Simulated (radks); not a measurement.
Zn, configuration [Ar] 3d10 4s1 4d1 (not the ground configuration). Method: scalar-relativistic Kohn-Sham, BLYP, spin-polarised, spherical densities, point nucleus; open shells are filled with parallel spins first; computed with a radial shooting solver on a logarithmic mesh with Libxc functionals.

Normalised radial functions P(r) = r R(r), r in bohr:

| r | 4d up |
|---|---|
| 0.004998 | 0.0000 |
| 0.008013 | 0.0000 |
| 0.01285 | 0.0000 |
| 0.0206 | 0.0001 |
| 0.03276 | 0.0005 |
| 0.05251 | 0.0017 |
| 0.08419 | 0.0054 |
| 0.135 | 0.0146 |
| 0.2164 | 0.0321 |
| 0.3469 | 0.0540 |
| 0.5517 | 0.0631 |
| 0.8846 | 0.0438 |
| 1.418 | -0.0036 |
| 2.274 | -0.0795 |
| 3.645 | -0.1798 |
| 5.797 | -0.2818 |
| 9.294 | -0.3291 |
| 14.9 | -0.1802 |
| 23.89 | -0.0361 |

4d up: eigenvalue -0.626 eV, 1 radial node at r = 1.38 bohr, <r> = 9.65 bohr, 90 % of the charge inside 14.8 bohr.
